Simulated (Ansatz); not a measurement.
Other settings, tried on Mn₂S⁺ (the lowest doublet isomer of a short search).

```yaml
crystal:
  periodic: [false, false, false]
  atoms:
    - {symbol: Mn, position_ang: [0.245166, -0.334008, 1.408555]}
    - {symbol: Mn, position_ang: [-0.767950, 0.995606, -0.604913]}
    - {symbol: S, position_ang: [0.522784, -0.661598, -0.803642]}
basis:
  gaussian: {orbitals: def2-SVP}
total_charge: 1
magnetization: {spin_polarized: true, initial_magnetization: 1}
hamiltonian: {xc: {name: rPW86-PBE}}
scf: {omitted_lower_state_checks: [starts]}
output: {forces: true}
```

```sh
$ ansatz run in.yaml --threads 4 --pin off --events-out ev --progress --plain --max-ram 3916MiB
```

Shortened log:

```
Functional definition: rPW86-PBE
1059 factors; their error is unknown
mean field evaluation 1: about -73381.6626 eV, gradient 1.8e2 eV
mean field evaluation 2: about -72294.7188 eV, gradient 4.7e2 eV
mean field evaluation 4: about -72891.1916 eV, gradient 2.5e2 eV
mean field evaluation 8: about -73496.0762 eV, gradient 2.2e1 eV
mean field evaluation 16: about -73502.4847 eV, gradient 2.4e0 eV
mean field -73503.09881715 eV, -2701.1890593406 hartree, gradient 2.0e-5 eV, S^2 4.796117; 0 other end points of the search recorded, 0 dependent functions left out
reference -73503.09895379 eV, -2701.1890643620 hartree; 33, 32 occupied and 47, 48 virtual orbitals, 1059 factors
Total energy: -73503.09895379 eV, -2701.1890643620 hartree
Atom 0 at     0.245166    -0.334008     1.408555 Å, force    -0.062722     0.077189     0.260988 eV/Å
Atom 1 at    -0.767950     0.995606    -0.604913 Å, force    -0.154667     0.197898     0.075180 eV/Å
Atom 2 at     0.522784    -0.661598    -0.803642 Å, force     0.217390    -0.275086    -0.336169 eV/Å
Dipole moment:    -0.388880     0.492142     0.597557 e Å
Checks for a lower state left out: starts
```

Hardware: 4 threads of Arm Neoverse V2 on a shared host. Wall time 4.2 s.

The charge 1 doublet is spin-contaminated (final ⟨S²⟩ up to 4.80, 0.75 for a pure state).

The dipole of an ion depends on the origin.
